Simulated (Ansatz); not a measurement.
Gas-phase electronic energies from Ansatz, PBE0-D4/def2-TZVP geometries. CBS: MP2 limit from def2 TZ/QZ plus the TZ coupled-cluster correction, frozen cores. This one scheme is used for every species. Functionals use def2-TZVPP. B3LYP here is the variant with VWN-RPA as its local correlation; programs differ in this. For Ga outer-core shells are correlated without core-valence functions, which leaves a few kJ/mol of doubt a bond. Scalar relativity is left out up to krypton. One conformer a species, not always the lowest.

Reaction (hydrogenolysis of a Ga–Cl bond): `C=[CH][GaH][Cl]` + H₂ → `C=[CH][GaH2]` + HCl

```json
{"level": "PBE-D4", "ΔE (kcal/mol)": "27.7"}
{"level": "revPBE-D4", "ΔE (kcal/mol)": "28.0"}
{"level": "BLYP-D4", "ΔE (kcal/mol)": "28.2"}
{"level": "B3LYP-D4", "ΔE (kcal/mol)": "28.0"}
{"level": "PBE-QIDH", "ΔE (kcal/mol)": "28.1"}
{"level": "BHLYP", "ΔE (kcal/mol)": "27.0"}
{"level": "RPA@PBE/def2-TZVPP", "ΔE (kcal/mol)": "25.7"}
{"level": "CCSD(T)/def2-TZVPP", "ΔE (kcal/mol)": "27.2"}
```

(1) What does CCSD(T)/CBS give? (An estimate is asked.)

Largest T1 diagnostic among the species: 0.013.

Results:

(1) Ansatz gave: +28.1 kcal/mol. The listed levels differ from it by -0.4, -0.1, 0.1, -0.1, 0.0, -1.1, -2.4, -0.9 kcal/mol.

The D4 term adds +1.3 kcal/mol with B3LYP and +0.7 kcal/mol with PBE0; it sums over pairs of atoms, weighted by their polarisabilities, and B3LYP, whose exchange is more repulsive, gets the larger term. At CCSD(T), def2-SVP lies −1.2 kcal/mol from the extrapolated value and def2-TZVPP −0.8 kcal/mol.
